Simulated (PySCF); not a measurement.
Core-level binding energies of `FC(F)O[C@@H]1CS1`

Compound: C3H4F2OS.
Numbering: `[F:1][CH:2]([F:3])[O:4][C@@H:5]1[CH2:6][S:7]1`

Computed, not measured: delta-SCF UKS SCAN, pcX-2 on the ionised atom, pcseg-1 elsewhere, spin-free X2C (PySCF). These are vertical core ionisation energies against the vacuum level, from separate self-consistent calculations with and without the core hole.

What binding energy does each computed site have?

| atom(s) | bonded to | level | binding energy (eV) | above the level's lowest (eV) | count |
| --- | --- | --- | --- | --- | --- |
| C6 | S, C and 2 H | C 1s | 292.16 | 0.00 | 1 |
| C5 | O, S, C and H | C 1s | 293.75 | +1.59 | 1 |
| C2 | 2 F, O and H | C 1s | 297.47 | +5.31 | 1 |
| O4 | 2 C | O 1s | 540.07 | 0.00 | 1 |
| F1 | C | F 1s | 693.46 | 0.00 | 1 |
| F3 | C | F 1s | 693.83 | +0.37 | 1 |
| S7 | 2 C | S 1s | 2477.41 | 0.00 | 1 |

Lowest listed C 1s: C6, bonded to S, C and 2 H. Highest, 5.31 eV above it: C2, bonded to 2 F, O and H. The widest gap between neighbouring values is 3.72 eV, between 293.75 and 297.47 eV.

The listed F 1s values span 0.37 eV, from F1 (bonded to C) to F3 (bonded to C). Summing the Pauling electronegativity differences to the bonded atoms, each weighted by its formal bond order, gives -1.43 for the lowest site and -1.43 for the highest; the sum is the same at every site.

Which photon energy gives electrons from C 1s of C2 a kinetic energy of 100 eV, and what is their de Broglie wavelength?

hν = 297.47 + 100 = 397.47 eV, recoil neglected; λ = 12.264 Å/√(E/eV) = 1.23 Å.

Not every level is listed. Isolated species at its GFN2-xTB geometry (one conformer only).

Conformer computed: `[F:1][CH:2]([F:3])[O:4][C@@H:5]1[CH2:6][S:7]1`: F1–C2–O4–C5 70°, C2–O4–C5–C6 149°.
